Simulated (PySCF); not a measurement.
# NMR problem set

Relativity neglected, gas phase, equivalent nuclei averaged, one conformer. σ from GIAO-PBE0/pcSseg-1; coordinates at the GFN2-xTB level; PySCF.

δ = σ(ref) − σ, references computed at the same level: ¹H (σ = 31.72 ppm) and ¹³C (σ = 186.93 ppm) vs TMS. Where no couplings were computed, multiplicities follow the n + 1 count of equivalent neighbours, and m marks all less simple cases (inequivalent or close neighbours, rings, F or P nearby). Shifts are as computed. Against solution values, carbons near 30 ppm lie about +3 ppm off and those near 130 ppm about +5 ppm; carbons on Cl a further +6 ppm. Of 1211 compounds with measured shifts, 218 miss one by over three times the rms of a fit or turn the order of signals round; such compounds aren't used in these exercises. Carbons bonded to Cl come out too deshielded.

(1) C6H6Cl2. ¹H NMR (300 MHz, computed): δ 6.29 (d, 1H), 4.48 (m, 1H), 2.07 (m, 1H), 1.98 (m, 1H), 1.08 (m, 1H), 0.04 (m, 1H). ¹³C{¹H} NMR (computed): δ 145.6 (C), 143.8 (CH), 73.2 (CH), 28.3 (CH), 25.9 (CH), 25.4 (CH2). What is it?

(2) C10H12O. ¹H NMR (400 MHz, computed): δ 8.47 (d, 2H), 7.83 (m, 1H), 7.79 (m, 2H), 3.40 (sept, 1H), 1.29 (d, 6H). ¹³C{¹H} NMR (computed): δ 208.0 (C), 139.0 (C), 138.9 (CH), 135.6 (CH), 134.0 (CH), 39.1 (CH), 21.6 (CH3). Give a structure.

(3) C5H9ClO2Si2. ¹H NMR (400 MHz, computed): δ 7.87 (m, 1H), 7.11 (m, 1H), 6.80 (m, 1H), 5.57 (s, 2H), 5.13 (t, 2H), 2.83 (t, 2H). ¹³C{¹H} NMR (computed): δ 158.7 (C), 152.4 (CH), 129.4 (CH), 117.8 (CH), 35.3 (CH2). Give a structure.

Answers

(1) `ClC1=C[C@@H]2C[C@@H]2[C@H]1Cl`. The formula gives 3 degrees of unsaturation (2 rings in the answer). 6 carbon signals for 6 carbons: no two carbons are equivalent. Carbon types of the structure: 1 × C, 4 × CH, 1 × CH2, which accounts for all hydrogens. δC 145.6: fully substituted alkene carbon; the olefinic region. δC 143.8: alkene CH; as expected for a trigonal carbon in a double bond. δC 73.2: allylic sp3 CH bonded to Cl; the inductive effect lowers its shielding. δC 28.3, 25.9, 25.4: three-membered-ring carbon; carbons of three-membered rings are unusually shielded.

The data come from this structure; uniqueness wasn't tested.

(2) SMILES C1=CC=C(C(C(C)C)=O)C=C1. Rings plus π bonds: 5 (1 ring in the answer). 7 carbon signals for 10 carbons: some carbons are equivalent by symmetry or fast rotation. Carbon types of the structure: 2 × C, 6 × CH, 2 × CH3, which accounts for all hydrogens. δC 208.0: ketone carbonyl carbon; low-lying n→π* states of the double bond to the heteroatom give a large paramagnetic term (-270 ppm). δC 139.0: substituted aromatic carbon. δC 138.9, 135.6, 134.0: aromatic CH; the aromatic region. δC 39.1: sp3 CH α to a carbonyl; α to the electron-withdrawing carbonyl group.

The shifts were computed for this structure.

(3) `InChI=1S/C5H9ClO2Si2/c6-4-9-8-10-5-2-1-3-7-5/h1-3H,4,9-10H2`. The formula gives 3 degrees of unsaturation (1 ring in the answer). 5 carbon signals for 5 carbons: no two carbons are equivalent. Carbon types of the structure: 1 × C, 3 × CH, 1 × CH2, leaving 4 H on heteroatoms. δC 158.7: substituted aromatic carbon next to the ring oxygen. δC 152.4: aromatic CH next to the ring oxygen. δC 129.4, 117.8: aromatic CH. δH 7.87: hydrogen on an aromatic CH next to the ring oxygen; the ring current deshields protons in the ring plane.

The shifts were computed for this structure.
